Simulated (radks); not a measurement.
Values are calculated unless marked as measured or tabulated.
The praseodymium anion Pr- inside a hard spherical wall (all orbitals vanish at R), configuration held at [Xe] 4f4 6s2 and not refilled when levels cross. Code: a radial shooting solver on a logarithmic mesh with Libxc functionals. Model: scalar-relativistic Kohn-Sham, PBE, spin-polarised, spherical densities, point nucleus; open shells are filled with parallel spins first (spin-orbit coupling, left out, can overturn this in heavy ions). Eigenvalues in eV for spin up, with the zero of energy where the potential of the charges vanishes at infinity; a dash marks a level that is unbound or too diffuse for the functional's potential to be trusted. A positive occupied level is held by the wall or, in an anion where self-interaction has pushed it up, behind a barrier. The pressure on the wall is -dE/dV.

[
 {"R (bohr)": "15", "E (hartree)": "-9237.3194", "kinetic (hartree)": "9811.330", "e(5s)": "-34.621", "e(5p)": "-17.157", "e(6s)": "-0.082", "e(6p, empty)": "-", "e(5d, empty)": "-", "e(4f)": "3.352", "pressure (GPa)": "0.0537"},
 {"R (bohr)": "10", "E (hartree)": "-9237.2730", "kinetic (hartree)": "9811.379", "e(5s)": "-32.135", "e(5p)": "-14.790", "e(6s)": "1.236", "e(6p, empty)": "-", "e(5d, empty)": "-", "e(4f)": "5.908", "pressure (GPa)": "0.460"},
 {"R (bohr)": "8", "E (hartree)": "-9237.2057", "kinetic (hartree)": "9811.547", "e(5s)": "-30.055", "e(5p)": "-12.812", "e(6s)": "2.717", "e(6p, empty)": "5.227", "e(5d, empty)": "4.977", "e(4f)": "8.040", "pressure (GPa)": "2.02"},
 {"R (bohr)": "7", "E (hartree)": "-9237.1296", "kinetic (hartree)": "9811.746", "e(5s)": "-28.523", "e(5p)": "-11.371", "e(6s)": "4.162", "e(6p, empty)": "7.292", "e(5d, empty)": "6.324", "e(4f)": "9.644", "pressure (GPa)": "4.93"},
 {"R (bohr)": "2", "E (hartree)": "-9207.0056", "kinetic (hartree)": "9903.306", "e(5s)": "54.252", "e(5p)": "81.477", "e(6s)": "249.75", "e(6p, empty)": "282.69", "e(5d, empty)": "127.45", "e(4f)": "94.036", "pressure (GPa)": "35300"},
 {"R (bohr)": "1.5", "E (hartree)": "-9143.9397", "kinetic (hartree)": "10081.163", "e(5s)": "190.46", "e(5p)": "234.75", "e(6s)": "600.71", "e(6p, empty)": "647.00", "e(5d, empty)": "303.01", "e(4f)": "180.11", "pressure (GPa)": "249000"}
]
